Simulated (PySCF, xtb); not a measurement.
boric acid (BH₃O₃), SMILES OB(O)O. The values are those of a single conformer.

Harmonic wavenumbers (cm⁻¹) from GFN2-xTB (xtb) at its own minimum, in rising order: 394, 399, 411, 473, 521, 594, 842, 905, 953, 972, 1263, 1353, 3645, 3653, 3658.

Problem. What does PySCF with PBE-D3(BJ)/def2-SVP give at its own minimum? (The exact figures need the calculation; the answer reports its results.)

Solution. 259, 434, 444, 449, 497, 646, 862, 909, 989, 1009, 1411, 1468, 3772, 3778, 3798. Paired by order, the mean absolute difference is 70 cm⁻¹ and the zero-point energies are 28.6 and 29.6 kcal/mol.
